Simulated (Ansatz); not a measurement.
Relaxation of Ga₃N₃⁺ with UKS PBE-D4/def2-SVP.

```sh
$ ansatz run in.yaml --threads 4 --pin off --events-out ev --progress --plain --max-ram 8704MiB
```

```yaml
crystal:
  periodic: [false, false, false]
  atoms:
    - {symbol: Ga, position_ang: [2.060310, -1.436800, 2.042700]}
    - {symbol: Ga, position_ang: [-2.013440, 0.609120, -1.450900]}
    - {symbol: Ga, position_ang: [0.146280, 0.088790, 0.005620]}
    - {symbol: N, position_ang: [-1.557850, -0.789740, -0.332080]}
    - {symbol: N, position_ang: [1.792980, 0.013920, 0.911420]}
    - {symbol: N, position_ang: [-0.428290, 1.514700, -1.176770]}
basis:
  gaussian: {orbitals: def2-SVP}
total_charge: 1
magnetization: {spin_polarized: true, initial_magnetization: 1}
hamiltonian: {xc: pbe, dispersion: d4}
scf: {lower_state_search: "off"}
output: {orbitals: {seedname: orbitals}}
relax: {f_tol: 0.02, max_steps: 100}
```

It took 20 s on 4 threads of Arm Neoverse V2 on a shared host.

Positions (Å) and forces (eV/Å) at steps 1, 2, 3, 4, 5, 7 of 7:

```xyz
6
step=1 energy=-161539.5506 eV
Ga    2.060   -1.437    2.043    0.000    0.241   -0.173
Ga   -2.013    0.609   -1.451   -0.411    0.058   -0.302
Ga    0.146    0.089    0.006    1.349   -0.046    0.712
N    -1.558   -0.790   -0.332    0.044   -0.212    0.197
N     1.793    0.014    0.911   -1.065   -0.349   -0.321
N    -0.428    1.515   -1.177    0.084    0.307   -0.112
6
step=2 energy=-161539.6036 eV
Ga    2.059   -1.443    2.041    0.007    0.155   -0.111
Ga   -2.019    0.595   -1.466   -0.158   -0.006   -0.110
Ga    0.168    0.106    0.008    0.691    0.052    0.321
N    -1.539   -0.779   -0.314    0.014   -0.125    0.109
N     1.773   -0.005    0.912   -0.602   -0.239   -0.150
N    -0.442    1.527   -1.181    0.049    0.164   -0.060
6
step=3 energy=-161539.6311 eV
Ga    2.053   -1.460    2.028    0.015   -0.009    0.009
Ga   -2.013    0.563   -1.475    0.032   -0.028    0.042
Ga    0.192    0.149    0.004   -0.068    0.140   -0.123
N    -1.508   -0.772   -0.276   -0.048   -0.003   -0.026
N     1.735   -0.033    0.918    0.087   -0.056    0.087
N    -0.458    1.554   -1.199   -0.018   -0.043    0.010
6
step=4 energy=-161539.6338 eV
Ga    2.054   -1.474    2.025    0.003   -0.019    0.013
Ga   -2.018    0.556   -1.472    0.022   -0.011    0.015
Ga    0.197    0.168    0.000   -0.027    0.098   -0.081
N    -1.500   -0.770   -0.271   -0.023   -0.011    0.000
N     1.731   -0.035    0.932    0.023   -0.011    0.020
N    -0.464    1.555   -1.214    0.001   -0.045    0.033
6
step=5 energy=-161539.6346 eV
Ga    1.986   -1.507    1.995    0.010   -0.021    0.022
Ga   -2.003    0.504   -1.482    0.016    0.002    0.064
Ga    0.230    0.225   -0.015   -0.018   -0.014    0.017
N    -1.468   -0.760   -0.221    0.019    0.021   -0.050
N     1.748   -0.028    0.934   -0.005    0.011   -0.001
N    -0.493    1.566   -1.211   -0.022    0.000   -0.051
6
step=7 energy=-161539.6363 eV
Ga    2.000   -1.501    2.011   -0.002    0.001    0.000
Ga   -2.019    0.526   -1.459    0.004   -0.003    0.006
Ga    0.226    0.216   -0.019    0.002    0.004    0.004
N    -1.463   -0.773   -0.245   -0.002    0.004   -0.007
N     1.741   -0.032    0.938    0.000   -0.001   -0.003
N    -0.486    1.563   -1.226   -0.002   -0.005    0.000
```

The charge 1 doublet is spin-contaminated (final ⟨S²⟩ up to 1.74, 0.75 for a pure state). Another isomer (doublet) lies 1.23 eV lower at PBE0-D4/def2-TZVP; other spin states weren't run for this one.
